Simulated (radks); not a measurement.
Spin polarisation of the 4p2 shell in Ge. Start: [Ar] 3d10 4s2 4p(up 1, down 1); electrons of 4p are moved from spin down to spin up, other shells keep equal spins. Method: non-relativistic Kohn-Sham, PBE, spin-polarised, spherical densities, point nucleus; computed with a radial shooting solver on a logarithmic mesh with Libxc functionals.

moment (Bohr magnetons) = 0: E - E(0) (eV) 0.000; e(4p up) (eV) -3.932; e(4p down) (eV) -3.932; 4s down minus up (eV) 0.000; 3d down minus up (eV) 0.000
moment (Bohr magnetons) = 0.5: E - E(0) (eV) -0.046; e(4p up) (eV) -4.102; e(4p down) (eV) -3.734; 4s down minus up (eV) 0.365; 3d down minus up (eV) 0.037
moment (Bohr magnetons) = 1: E - E(0) (eV) -0.185; e(4p up) (eV) -4.245; e(4p down) (eV) -3.505; 4s down minus up (eV) 0.732; 3d down minus up (eV) 0.074
moment (Bohr magnetons) = 1.5: E - E(0) (eV) -0.416; e(4p up) (eV) -4.361; e(4p down) (eV) -3.245; 4s down minus up (eV) 1.104; 3d down minus up (eV) 0.111
moment (Bohr magnetons) = 2: E - E(0) (eV) -0.744; e(4p up) (eV) -4.451; e(4p down) (eV) -2.935; 4s down minus up (eV) 1.479; 3d down minus up (eV) 0.149

At moment 2 the spin-polarisation energy is -0.744 eV and the 4p exchange splitting 1.516 eV, that is 0.758 eV per Bohr magneton; E = -I m^2/4 would give I = 0.744 eV.
